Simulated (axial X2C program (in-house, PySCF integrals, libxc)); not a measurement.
## CuSe: properties at the nuclei

Computed with an axial X2C code built on PySCF integrals: two-component X2C with atomic mean-field Coulomb and Gaunt terms, Gaussian nuclei, basis Se dyall-cv3z, Cu dyall-cv3z with contracted cores.

R = 2.175 Å (near the PBE0 minimum at charge 0 of the determinant lowest at the starting distance; the state shown can have its own minimum elsewhere).

Input and command:
```json
{"zs": [34, 29], "q": 0, "bas": ["dyall-cv3z", "dyall-cv3z"], "r0": 2.22, "levels": ["PBE0", "HF", "B3LYP", "r2SCAN", "PBE"], "nst": 3}
```
```bash
python soeom.py task.json out
```

Keys: zs atomic numbers; q charge; bas basis sets; r0 starting distance in Å; levels methods; nst determinants followed.

Determinant lowest in the PBE0 search, Ω = 3/2 (⟨Sz⟩ = 0.50, ⟨Lz⟩ = 1.00 at PBE0), spin on the atoms Se 0.48, Cu 0.02:

```tsv
level	Eeff magnitude (GV/cm)	Ws magnitude Se (kHz)	Ws magnitude Cu (kHz)	A∥/gI Se (MHz)	qzz Se (a.u.)	A∥/gI Cu (MHz)	qzz Cu (a.u.)	μ (D)
PBE0	0.119	0.0533	0.00814	395	0.44	-0.0148	0.44	3.79
HF	0.34	0.0913	0.00922	397	-1.41	-46.3	-0.57	5.39
B3LYP	0.0679	0.0417	0.0109	412	0.80	13	0.61	3.44
r2SCAN	0.129	0.0625	0.00983	391	1.17	58.4	0.72	3.63
PBE	0.0371	0.0384	0.0134	364	1.50	56.2	0.96	3.16
```

Determinant 0.21 eV from it at PBE0 and this distance, Ω = 1/2 (⟨Sz⟩ = -0.50, ⟨Lz⟩ = 1.00 at PBE0), spin on the atoms Se -0.48, Cu -0.02:

```json
{"level": "PBE0", "Eeff magnitude (GV/cm)": "0.138", "Ws magnitude Se (kHz)": "0.144", "Ws magnitude Cu (kHz)": "0.0604", "A∥/gI Se (MHz)": "2210", "qzz Se (a.u.)": "0.21", "A∥/gI Cu (MHz)": "392", "qzz Cu (a.u.)": "0.44", "μ (D)": "3.82"}
{"level": "HF", "Eeff magnitude (GV/cm)": "0.123", "Ws magnitude Se (kHz)": "0.255", "Ws magnitude Cu (kHz)": "0.158", "A∥/gI Se (MHz)": "1980", "qzz Se (a.u.)": "-1.56", "A∥/gI Cu (MHz)": "341", "qzz Cu (a.u.)": "-0.56", "μ (D)": "5.41"}
{"level": "B3LYP", "Eeff magnitude (GV/cm)": "0.193", "Ws magnitude Se (kHz)": "0.185", "Ws magnitude Cu (kHz)": "0.0552", "A∥/gI Se (MHz)": "2200", "qzz Se (a.u.)": "0.58", "A∥/gI Cu (MHz)": "380", "qzz Cu (a.u.)": "0.62", "μ (D)": "3.48"}
{"level": "r2SCAN", "Eeff magnitude (GV/cm)": "0.0573", "Ws magnitude Se (kHz)": "0.0348", "Ws magnitude Cu (kHz)": "0.034", "A∥/gI Se (MHz)": "1930", "qzz Se (a.u.)": "1.00", "A∥/gI Cu (MHz)": "434", "qzz Cu (a.u.)": "0.74", "μ (D)": "3.68"}
{"level": "PBE", "Eeff magnitude (GV/cm)": "0.178", "Ws magnitude Se (kHz)": "0.137", "Ws magnitude Cu (kHz)": "0.0296", "A∥/gI Se (MHz)": "2090", "qzz Se (a.u.)": "1.32", "A∥/gI Cu (MHz)": "430", "qzz Cu (a.u.)": "0.98", "μ (D)": "3.21"}
```

Eeff is the effective electric field on the electron electric dipole moment in this Ω state and Ws the scalar–pseudoscalar constant of the nucleus named (defined with the proton number Z and per Ω); A∥ (defined per Ω) follows by multiplying with gI = μI/(I μN); qzz is the electric field gradient, eQq0 = 234.96 MHz × Q/barn × qzz; μ is positive if the Cu end (last atom) is positive. The operators were transformed with the bare-nucleus X2C matrices; with these basis sets, hyperfine constants and field gradients can be off by tens of per cent, and where levels differ in sign neither size nor sign is settled.

(1) With gI(77Se) = 1.0701 (g factors from the IAEA table of nuclear moments by Stone), turn the PBE0 values of the first state into constants in MHz.

Each state is one determinant with collinear spin. Unrestricted Hartree–Fock can overshoot spin polarisation at the nuclei. Where Eeff spreads by more than a factor of two the levels disagree and none is to be relied on. The search compared states at one distance, so a state with another bond length can lie lower. The sign of Ws at Cu differs between levels in the first state. Further determinants of the search, some of them spin-mixed, are not shown. Where a field gradient or hyperfine factor spreads by more than a factor of two over the levels, a constant derived from it is not to be relied on. PBE0 term energies can be off by some tenths of an eV.

Results:

(1) A∥(77Se) = 395 × 1.0701 = 423 MHz.
